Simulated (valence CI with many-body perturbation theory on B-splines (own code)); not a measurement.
**Energy levels of Ti7+**

Computed by valence CI with perturbative core correlation (CI+MBPT): five valence electrons over a frozen Dirac-Fock core [Ne], radial functions for each j: 11 s, 11 p, 10 d, 8 f, 5 g, 2 h, with the one-electron correlation potential Σ1 (screened to all orders), the two-electron term Σ2, the three-electron term Σ3, Breit, model QED; selected single and double excitations, second order for the rest, scaled by the run's own slope (own B-spline code, finite nucleus).

Against 9 measured levels this calculation errs by 148 cm⁻¹ on average and by 216 at most. These come from a selection out of Corliss and Sugar, J. Phys. Chem. Ref. Data 8, 1 (1979). Levels without a partner in it may be off by more. Among the levels kept, up to 3200 cm⁻¹ of a level comes from second order outside the variational space, and about a tenth of that is noise between levels of different J, which matters for small intervals.

Levels 46 to 90 of 183, with energies above the lowest level, 3s²3p³ ⁴S°_3/2. "Leading %" is the weight of the configuration and term that name the level; weights of strongly mixed levels are sums over their largest components and can fall short. In the jj column 3d3/2^4 stands for four electrons in 3d with j = 3/2.

```
No.  Configuration  Term     J  E (cm⁻¹)  Leading %                     Leading jj   Second component       g
 46        3s3p³3d   ⁶D°   9/2    442070         99  3s 3p1/2 3p3/2^2 3d5/2 (55 %)                      1.556
 47            3p⁵   ²P°   3/2    452780         56         3p1/2^2 3p3/2^3 (56 %)   34 % 3s3p³3d ²P°   1.334
 48            3p⁵   ²P°   1/2    458450         55           3p1/2 3p3/2^4 (55 %)   35 % 3s3p³3d ²P°   0.665
 49        3s3p³3d   ⁴D°   7/2    481830         91  3s 3p1/2 3p3/2^2 3d5/2 (57 %)   4 % 3s²3p3d² ⁴D°   1.427
 50        3s3p³3d   ⁴D°   5/2    481880         90  3s 3p1/2 3p3/2^2 3d3/2 (22 %)                      1.366
 51        3s3p³3d   ⁴D°   3/2    482220         91  3s 3p1/2 3p3/2^2 3d3/2 (29 %)                      1.189
 52        3s3p³3d   ⁴D°   1/2    482580         92  3s 3p1/2 3p3/2^2 3d5/2 (47 %)                     -0.001
 53        3s3p³3d   ⁴F°   3/2    489890         87  3s 3p1/2 3p3/2^2 3d3/2 (46 %)   9 % 3s²3p3d² ⁴F°   0.410
 54        3s3p³3d   ⁴F°   5/2    490730         87  3s 3p1/2 3p3/2^2 3d3/2 (47 %)   9 % 3s²3p3d² ⁴F°   1.034
 55        3s3p³3d   ⁴F°   7/2    491830         87  3s 3p1/2 3p3/2^2 3d3/2 (35 %)   9 % 3s²3p3d² ⁴F°   1.240
 56        3s3p³3d   ⁴F°   9/2    493220         88  3s 3p1/2 3p3/2^2 3d5/2 (61 %)   9 % 3s²3p3d² ⁴F°   1.333
 57        3s3p³3d   ²S°   1/2    512660         82  3s 3p1/2 3p3/2^2 3d5/2 (48 %)  15 % 3s²3p3d² ²S°   2.006
 58        3s3p³3d   ⁴G°   5/2    516690         91  3s 3p1/2 3p3/2^2 3d3/2 (39 %)   6 % 3s²3p3d² ⁴G°   0.573
 59        3s3p³3d   ⁴G°   7/2    516990         91  3s 3p1/2 3p3/2^2 3d3/2 (41 %)   6 % 3s²3p3d² ⁴G°   0.986
 60        3s3p³3d   ⁴G°   9/2    517380         91  3s 3p1/2 3p3/2^2 3d5/2 (40 %)   6 % 3s²3p3d² ⁴G°   1.173
 61        3s3p³3d   ⁴G°  11/2    517890         92  3s 3p1/2 3p3/2^2 3d5/2 (92 %)   5 % 3s²3p3d² ⁴G°   1.273
 62        3s3p³3d   ²G°   7/2    537640         85  3s 3p1/2 3p3/2^2 3d5/2 (36 %)  11 % 3s²3p3d² ²G°   0.891
 63        3s3p³3d   ²G°   9/2    537650         85  3s 3p1/2 3p3/2^2 3d3/2 (48 %)  11 % 3s²3p3d² ²G°   1.114
 64        3s3p³3d   ⁴D°   1/2    543870         81  3s 3p1/2^2 3p3/2 3d3/2 (40 %)    8 % 3s3p³3d ⁴P°   0.252
 65        3s3p³3d   ⁴D°   3/2    544350         45  3s 3p1/2^2 3p3/2 3d3/2 (48 %)   35 % 3s3p³3d ⁴P°   1.392
 66        3s3p³3d   ⁴P°   1/2    544700         79  3s 3p1/2^2 3p3/2 3d3/2 (30 %)   8 % 3s²3p3d² ⁴P°   2.413
 67        3s3p³3d   ⁴P°   5/2    545320         41  3s 3p1/2^2 3p3/2 3d3/2 (29 %)   24 % 3s3p³3d ⁴D°   1.439
 68        3s3p³3d   ⁴P°   3/2    545670         49  3s 3p1/2^2 3p3/2 3d5/2 (29 %)   38 % 3s3p³3d ⁴D°   1.503
 69        3s3p³3d   ⁴D°   5/2    547740         47  3s 3p1/2 3p3/2^2 3d5/2 (64 %)   40 % 3s3p³3d ⁴P°   1.472
 70        3s3p³3d   ²D°   3/2    548750         64  3s 3p1/2 3p3/2^2 3d3/2 (23 %)  10 % 3s²3p3d² ²D°   0.837
 71        3s3p³3d   ²D°   5/2    549720         51        3s 3p3/2^3 3d5/2 (31 %)   8 % 3s²3p3d² ²D°   1.250
 72        3s3p³3d   ⁴D°   7/2    549780         86  3s 3p1/2 3p3/2^2 3d5/2 (38 %)   8 % 3s²3p3d² ⁴D°   1.420
 73        3s3p³3d   ⁴F°   9/2    551980         94  3s 3p1/2^2 3p3/2 3d5/2 (42 %)                      1.328
 74        3s3p³3d   ⁴F°   7/2    552720         92  3s 3p1/2 3p3/2^2 3d5/2 (27 %)                      1.243
 75        3s3p³3d   ⁴F°   5/2    553280         95  3s 3p1/2 3p3/2^2 3d3/2 (32 %)                      1.031
 76        3s3p³3d   ⁴F°   3/2    553730         96  3s 3p1/2 3p3/2^2 3d3/2 (62 %)                      0.407
 77        3s3p³3d   ⁴S°   3/2    561360         73  3s 3p1/2 3p3/2^2 3d3/2 (39 %)  18 % 3s²3p3d² ⁴S°   1.989
 78        3s3p³3d   ⁴P°   5/2    563300         55  3s 3p1/2 3p3/2^2 3d5/2 (46 %)   27 % 3s3p³3d ²F°   1.297
 79        3s3p³3d   ²F°   7/2    563420         66  3s 3p1/2 3p3/2^2 3d5/2 (45 %)  19 % 3s²3p3d² ²F°   1.143
 80        3s3p³3d   ²F°   5/2    563610         39  3s 3p1/2 3p3/2^2 3d3/2 (31 %)   38 % 3s3p³3d ⁴P°   1.167
 81        3s3p³3d   ⁴P°   3/2    564380         93  3s 3p1/2 3p3/2^2 3d3/2 (35 %)                      1.738
 82        3s3p³3d   ⁴P°   1/2    565380         96  3s 3p1/2 3p3/2^2 3d3/2 (31 %)                      2.663
 83        3s3p³3d   ²D°   5/2    576130         78  3s 3p1/2 3p3/2^2 3d5/2 (43 %)   8 % 3s²3p3d² ²D°   1.202
 84        3s3p³3d   ²D°   3/2    577380         84  3s 3p1/2 3p3/2^2 3d3/2 (27 %)   8 % 3s²3p3d² ²D°   0.802
 85        3s3p³3d   ⁴D°   7/2    580160         81  3s 3p1/2^2 3p3/2 3d5/2 (32 %)  11 % 3s²3p3d² ⁴D°   1.417
 86        3s3p³3d   ⁴D°   5/2    581610         82  3s 3p1/2 3p3/2^2 3d5/2 (30 %)  11 % 3s²3p3d² ⁴D°   1.363
 87        3s3p³3d   ⁴D°   3/2    582320         82  3s 3p1/2 3p3/2^2 3d5/2 (30 %)  11 % 3s²3p3d² ⁴D°   1.203
 88        3s3p³3d   ⁴D°   1/2    582430         72  3s 3p1/2 3p3/2^2 3d5/2 (20 %)   13 % 3s3p³3d ²P°   0.093
 89        3s3p³3d   ²P°   1/2    585930         65  3s 3p1/2 3p3/2^2 3d5/2 (34 %)       13 % 3p⁵ ²P°   0.577
 90        3s3p³3d   ²P°   3/2    586430         73  3s 3p1/2 3p3/2^2 3d5/2 (40 %)       14 % 3p⁵ ²P°   1.330
```

Names give the largest LS component (configuration and term), which can be under half, so a name can repeat, a term be missing and a line seem to break the LS rules; names also repeat where a configuration has a term twice.

Where two levels of one J and parity lie close, their mixing, g and order are uncertain.
